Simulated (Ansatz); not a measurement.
Mg8O8⁻ (started as a model of: 1x4x4 MgO rock-salt block), relaxed as a doublet with UKS PBE-D4/def2-SVP in Ansatz, starting from the PBE-D4/def2-SVP geometry of the neutral singlet. Force threshold 0.03 eV/Å.

Start:

```xyz
16

Mg    0.6713    3.0934    2.1974
O     0.3424    3.0975    0.3723
Mg    0.5389    2.6304   -1.5017
O     1.1699    2.1450   -3.2161
O    -0.0158    1.4637    2.7513
Mg   -0.5198    1.2089    0.7289
O    -0.4077    0.8541   -1.2062
Mg    0.4322    0.4169   -3.0085
Mg   -0.2574   -0.4409    3.0252
O    -0.8840   -0.6985    1.0997
Mg   -0.6564   -1.0626   -0.8314
O     0.1018   -1.4785   -2.7529
O     0.0000   -2.2882    3.3167
Mg   -0.4351   -2.6445    1.5144
O    -0.3488   -3.0855   -0.3724
Mg    0.2685   -3.2112   -2.1165
```

```json
{"step": "1", "energy (eV)": "-59884.5102", "largest force component (eV/Å)": "0.629", "SCF passes": "38"}
{"step": "2", "energy (eV)": "-59884.5713", "largest force component (eV/Å)": "0.449", "SCF passes": "22"}
{"step": "3", "energy (eV)": "-59884.6005", "largest force component (eV/Å)": "0.039", "SCF passes": "22"}
{"step": "4", "energy (eV)": "-59884.6014", "largest force component (eV/Å)": "0.004", "SCF passes": "24"}
```

Force components are those of the run's own axes.

End:

```xyz
16

Mg    0.688    3.147    2.247
O     0.364    3.079    0.380
Mg    0.540    2.607   -1.484
O     1.159    2.140   -3.217
O    -0.047    1.473    2.749
Mg   -0.494    1.226    0.739
O    -0.448    0.860   -1.211
Mg    0.412    0.410   -2.988
Mg   -0.260   -0.429    3.003
O    -0.865   -0.693    1.088
Mg   -0.639   -1.081   -0.846
O     0.092   -1.479   -2.745
O    -0.023   -2.285    3.324
Mg   -0.410   -2.623    1.496
O    -0.351   -3.080   -0.379
Mg    0.282   -3.271   -2.156
```

By distances, no bond broke or formed. The bond that changes most is O12–Mg16, from 1.85 to 1.90 Å (atoms count from 1).

No frequencies were taken in this run, so the end may be a saddle point.

Run time 50 s (4 threads of Arm Neoverse V2 on a shared host), peak host memory 0.65 GiB.
